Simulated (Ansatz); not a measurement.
Several settings on one geometry of CoF2 (that of the charge 0 quartet, r2SCAN-D4/def2-TZVP). Ansatz on 4 threads of Arm Neoverse V2 on a shared host; times are rough.

```tsv
atom	x (Å)	y (Å)	z (Å)
Co1	0.000	0.000	0.000
F2	-0.017	-0.021	1.720
F3	0.017	0.021	-1.720
```

Totals from different functionals, basis sets or treatments of relativity can't be compared as stabilities.

DK, ANO-RCC and x2c sets are all-electron and run with scalar relativity unless a key says otherwise. B3LYP takes the VWN-RPA correlation.

(1) Give the basis size and estimate the energy, ⟨S²⟩, dipole and time of these runs.

| run | method | charge | state | further keys |
| --- | --- | --- | --- | --- |
| 1 | UKS PBE0-D3(BJ)/pcseg-2 | 0 | quartet | point_charges: [{charge: -1.00, position_ang: [4.674, 0.306, -0.578]}]; forces asked |
| 2 | UKS r2SCANh/def2-TZVP | 0 | quartet | scf: {lower_state_search: off} |
| 3 | UKS B3LYP/ANO-RCC-VTZP | 0 | quartet | point_charges: [{charge: -1.00, position_ang: [3.375, -0.674, -0.492]}]; scf: {omitted_lower_state_checks: [starts]}; forces asked |

## Answers

(1) 
```csv
run,functions,energy (Eh),⟨S²⟩,dipole (D),wall time
1,116,-1582.2321,3.76,0.44,66 s
2,107,-1582.4918,3.77,–,3.4 s
3,119,-1593.3973,3.76,0.97,11 s
```
